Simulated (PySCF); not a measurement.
C2H6F2OSi, SMILES OC[Si@H](F)CF. Atoms are numbered in the order given.

```xyz
12

O     -2.5050     0.2846     0.5603
C     -1.3248    -0.5139     0.4672
Si     0.1324     0.4328    -0.2686
F     -0.0898     0.6929    -1.8673
C      1.7385    -0.5565    -0.0641
F      1.8724    -0.7817     1.3152
H     -2.3264     1.0038     1.1848
H     -1.0310    -0.9569     1.4417
H     -1.5750    -1.3651    -0.1888
H      0.2534     1.7572     0.3935
H      1.7054    -1.5335    -0.5784
H      2.6339    -0.0201    -0.4239
```

Coordinates come from a TPSSh-D3(BJ)/def2-SVP optimisation. The structure was generated by enumeration; whether it is a known compound was not checked. One conformer was computed; it need not be the lowest.

Two levels are set side by side: PBE/pcSseg-1 (PySCF) and HF/pcSseg-1 (PySCF). GIAO shifts against CFCl3 (¹⁹F), H2O (¹⁷O), TMS (²⁹Si), TMS (¹H), TMS (¹³C) at the same level; non-relativistic, no solvent, atoms listed together averaged. Differences are taken from unrounded values.

| quantity | HF |
|---|---|
| δ(¹⁷O) of O1 (ppm) | -21.2 |
| δ(¹³C) of C2 (ppm) | 49.4 |
| δ(²⁹Si) of Si3 (ppm) | 3.4 |
| δ(¹⁹F) of F4 (ppm) | -172.1 |
| δ(¹³C) of C5 (ppm) | 70.0 |
| δ(¹⁹F) of F6 (ppm) | -269.2 |
| δ(¹H) of H7 (ppm) | 0.38 |
| δ(¹H) of H10 (ppm) | 4.86 |

What does PBE give, and how far is it from HF? (The exact figures need the calculation; the answer reports its results.)


```tsv
quantity	PBE	PBE minus HF
δ(¹⁷O) of O1 (ppm)	5.6	26.7
δ(¹³C) of C2 (ppm)	61.0	11.5
δ(²⁹Si) of Si3 (ppm)	12.4	9.0
δ(¹⁹F) of F4 (ppm)	-243.3	-71.2
δ(¹³C) of C5 (ppm)	80.9	10.9
δ(¹⁹F) of F6 (ppm)	-336.0	-66.8
δ(¹H) of H7 (ppm)	-0.57	-0.96
δ(¹H) of H10 (ppm)	5.37	0.51
```

Rough cost on one machine, each run with all the roots and properties that it gave: HF against PBE within a factor of 2.
